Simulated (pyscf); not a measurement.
Single points on ωB97X-D3(BJ)/def2-SVP structures (PySCF, gas phase).

SMILES: [AsH]=[As][AsH2]
```xyz
6

As    -0.2566    -1.6468    -0.8929
As     1.0917     0.0937    -0.7437
As    -0.4682     1.3651     0.6047
H      0.7202    -2.4589    -1.7435
H      0.6011     1.7880     1.6021
H     -0.2746     2.6364    -0.2099
```

Question: What is the homolytic dissociation enthalpy (298 K, ωB97M-D3(BJ)/def2-TZVP) of the As–As bond of HAs=As–AsH₂, to •As=AsH + AsH₂•?

Answer: As–As to •As=AsH + AsH₂•: 44.3 kcal/mol. The 7 functionals that were run give +40.9 (M06-2X) to +53.8 kcal/mol (ωB97X-D3(BJ)). The radicals are drawn with the spin at the cut bond; how far it spreads was not checked. Elements up to Kr have no core potential and no relativistic terms here.
